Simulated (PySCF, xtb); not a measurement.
C3H11NSi2, SMILES C=C([SiH3])N(C)[SiH3].

GFN2-xTB (xtb 6.7.1) at its own geometry gives an orbital gap of 3.74 eV and a dipole moment of 0.90 D.

The structure is a stationary point at B3LYP-D3(BJ)/def2-SVP. This is a generated structure with no PubChem entry under its InChIKey; it may be hypothetical. One conformer was computed; it need not be the lowest.

**Question.** What does HF/def2-TZVP (PySCF) give? (An estimate is asked for; the answer gives what the named calculation found.)

**Answer.** gap 11.73 eV (levels -8.58 and 3.15 eV), dipole 1.18 D.
